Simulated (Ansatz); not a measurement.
The cluster Ga7Sb7⁺. The state is a doublet with charge 1. Geometry PBE-D4/def2-SVP, loosely relaxed; atoms count from 1.

```xyz
14

Ga   -0.111   -2.458   -1.322
Ga   -1.722   -0.146   -0.801
Ga    2.814   -1.328   -1.731
Ga   -1.920    1.086    2.362
Ga    0.996    0.647   -0.124
Ga   -2.739   -2.880   -0.531
Ga    0.827    0.567    2.685
Sb   -0.086    3.022   -1.962
Sb   -2.484    2.486   -0.354
Sb    3.205   -0.120    1.144
Sb    0.343    0.149   -2.684
Sb    1.766   -2.561    0.870
Sb    0.025    3.125    0.930
Sb   -0.914   -1.591    1.518
```

In the def2 sets Sb takes a core potential; there is no spin–orbit coupling. Single mean-field runs in def2-TZVP are fitted with def2-universal-jkfit. The geometry of the charge 1 doublet is only loosely relaxed. Another isomer (doublet) lies 1.13 eV lower at PBE0-D4/def2-TZVP; other spin states weren't run for this one.

(1) Estimate the Mulliken populations from the PBE0/def2-TZVP orbitals of Ansatz.

(2) Where does the spin sit?

(3) And the Mayer bond orders between heavy atoms (over 0.3)?

Answers

(1) 
```tsv
atom	charge (e)	spin (α − β)
Ga1	0.19	0.10
Ga2	0.13	0.28
Ga3	0.22	0.06
Ga4	0.27	0.00
Ga5	0.00	0.02
Ga6	0.23	0.22
Ga7	0.18	0.00
Sb8	0.10	0.08
Sb9	-0.01	0.04
Sb10	-0.03	-0.02
Sb11	-0.11	0.00
Sb12	-0.01	0.08
Sb13	0.00	0.14
Sb14	-0.18	0.01
```
Mulliken values depend strongly on the basis.

(2) Summed by element: Ga 0.67, Sb 0.33, of 1 unpaired in all. Largest on single atoms: Ga2 0.28, Ga6 0.22, Sb13 0.14.

(3) Ga1–Ga6 0.37 (2.78 Å); Ga1–Sb11 0.31 (2.98 Å); Ga1–Sb12 0.49 (2.89 Å); Ga2–Ga6 0.30 (2.93 Å); Ga2–Sb9 0.70 (2.78 Å); Ga2–Sb11 0.55 (2.81 Å); Ga2–Sb14 0.53 (2.85 Å); Ga3–Sb10 0.30 (3.14 Å); Ga3–Sb11 0.37 (3.03 Å); Ga3–Sb12 0.34 (3.06 Å); Ga4–Ga7 0.32 (2.81 Å); Ga4–Sb14 0.35 (2.98 Å); Ga5–Sb10 0.78 (2.66 Å); Ga5–Sb11 0.73 (2.69 Å); Ga5–Sb13 0.53 (2.86 Å); Ga6–Sb14 0.36 (3.03 Å); Ga7–Sb10 0.51 (2.92 Å); Ga7–Sb14 0.39 (3.01 Å); Sb8–Sb9 0.89 (2.94 Å); Sb8–Sb11 0.73 (2.99 Å); Sb8–Sb13 0.87 (2.90 Å); Sb9–Sb13 0.90 (2.89 Å); Sb10–Sb12 0.97 (2.85 Å); Sb12–Sb14 0.81 (2.92 Å).
